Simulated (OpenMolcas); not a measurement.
Levels of Kr3+ by method

```yaml
Program: OpenMolcas 26.06
Basis: ANO-RCC-VTZP [6s5p3d1f]
Scalar_Hamiltonian: DKH2, point nucleus
Active_space: 3 electrons in 3 orbitals (4p)
State_averaging: 2S+1 = 4 odd, 1 root; 2S+1 = 2 odd, 8 roots
Spin-orbit_coupling: state interaction with AMFI integrals over the reference wave functions, term energies averaged over their components
```

Methods on the same reference wave functions:
A. CASSCF
B. SS-CASPT2, IPEA 0.25 Eh, imaginary shift 0.1 Eh (closed shells correlated: 3d 4s)
C. XMS-CASPT2, IPEA 0.25 Eh, imaginary shift 0.1 Eh (closed shells correlated: 3d 4s)

Energies in cm⁻¹ above 4s² 4p³ ⁴S°_3/2, the measured ground level; measured values from Saloman, J. Phys. Chem. Ref. Data 36, 215 (2007).

| Level | A | B | C | Measured |
| --- | --- | --- | --- | --- |
| 4s² 4p³ ⁴S°_3/2 | 0.0 | 0.0 | 0.0 | 0.0 |
| 4s² 4p³ ²D°_3/2 | 22005 | 18570 | 17970 | 17038 |
| 4s² 4p³ ²D°_5/2 | 23229 | 19900 | 19320 | 18700 |
| 4s² 4p³ ²P°_1/2 | 38316 | 33330 | 32480 | 31056 |
| 4s² 4p³ ²P°_3/2 | 39989 | 35180 | 34370 | 33406 |

Deviations, from unrounded energies. A percentage is the sum of absolute deviations over the sum of measured energies, with the sign that they share, or ± where signs differ.

```json
{"Against measurement": "mean absolute deviation (cm-1)", "Levels": "4", "A": "5800", "B": "1700", "C": "990"}
{"Against measurement": "other terms of the ground configuration (%)", "Levels": "4", "A": "+23.3", "B": "+6.8", "C": "+3.9"}
```

C lies closest to measurement on these levels and A furthest from it. The largest miss of C in the table is 4s² 4p³ ²P°_1/2, by +1400 cm-1. The ranking rests on the paired levels alone, and a cruder setting can come out closer through cancelling errors.

Between B and C the level of the table that moves most is 4s² 4p³ ²P°_1/2, by 840 cm-1 (lowest in C, highest in B). Moves below CASPT2's spread within the term are not significant.

The mean deviations of B to C differ by less than CASPT2's widest spread within a term (1800 cm-1), so their order carries little weight.

From A to B the spin-free energies of the other terms of 4s² 4p³ shown, above ⁴S°, scale by factors of 0.85 to 0.87.

The lowest spin-free term lies below A's lowest term by 0.140 hartree in B, 0.140 hartree in C.

CASPT2 does not keep the components of a term degenerate, so their means are used; among the terms shown or strongly mixed into the levels shown the widest spread is 1800 cm-1 (4s² 4p³ ²D°, C). With the s shell closed, the reference lacks s² → p² mixing. Measured partners are found by configuration, term and J. A level has none where our copy of the source lacks it or the pairing is in doubt (some pairs that miss far off the trend of their configuration count as doubtful), and it then counts in no deviation. Only configurations of the active space appear.

° marks odd parity.
